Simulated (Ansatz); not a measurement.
C$_{4}$H$_{9}$O$_{2}$, doublet, geometry from GFN2-xTB; RPA/cc-pVDZ run with Ansatz (a first-principles code).

Here is a job for Ansatz.
Ansatz 0.2 input:
```yaml
crystal:
  periodic: [false, false, false]
  atoms:
    - {symbol: C, position_ang: [2.56077104, -0.83382252, -0.05187536]}
    - {symbol: O, position_ang: [1.35874343, -0.35585529, -0.59420775]}
    - {symbol: C, position_ang: [0.30458062, -0.28318667, 0.27212290]}
    - {symbol: C, position_ang: [-0.91837553, 0.40750290, -0.20562298]}
    - {symbol: C, position_ang: [-2.15757524, -0.49024854, -0.06860859]}
    - {symbol: O, position_ang: [-1.08228391, 1.59694883, 0.56456414]}
    - {symbol: H, position_ang: [2.45262647, -1.86511095, 0.30352293]}
    - {symbol: H, position_ang: [2.89549161, -0.20751073, 0.78234991]}
    - {symbol: H, position_ang: [3.29918709, -0.80187133, -0.85140078]}
    - {symbol: H, position_ang: [0.49407065, -0.37188146, 1.32892922]}
    - {symbol: H, position_ang: [-0.77188196, 0.66632212, -1.26581658]}
    - {symbol: H, position_ang: [-3.04377857, 0.02369395, -0.43826528]}
    - {symbol: H, position_ang: [-2.30860226, -0.74749979, 0.97697382]}
    - {symbol: H, position_ang: [-2.01885023, -1.40248152, -0.64118067]}
    - {symbol: H, position_ang: [-1.94634439, 1.97612048, 0.36594070]}
basis:
  gaussian:
    orbitals: cc-pVDZ
magnetization: {spin_polarized: true, initial_magnetization: 1}
correlation: {method: rpa}
```

It wrote (shortened):

```
Functional definition: HF
1167 factors; integrals over basis functions are off by at most 1.2e-3 eV
mean field evaluation 1: about -8333.0891 eV, gradient 2.7e1 eV
mean field evaluation 2: about -8333.3503 eV, gradient 2.7e1 eV
mean field evaluation 4: about -8337.1357 eV, gradient 3.7e0 eV
mean field evaluation 8: about -8337.2468 eV, gradient 2.4e-1 eV
mean field evaluation 16: about -8337.2481 eV, gradient 2.0e-6 eV
mean field -8337.24810115 eV, -306.3882165277 hartree, gradient 2.0e-6 eV, S^2 0.761676; 0 other end points of the search recorded, 0 dependent functions left out
6 core orbitals not correlated
reference -8337.24810115 eV, -306.3882165277 hartree; 19, 18 occupied and 104, 105 virtual orbitals, 1167 factors
Total energy: -8365.98390103 eV, -307.4442376953 hartree
```
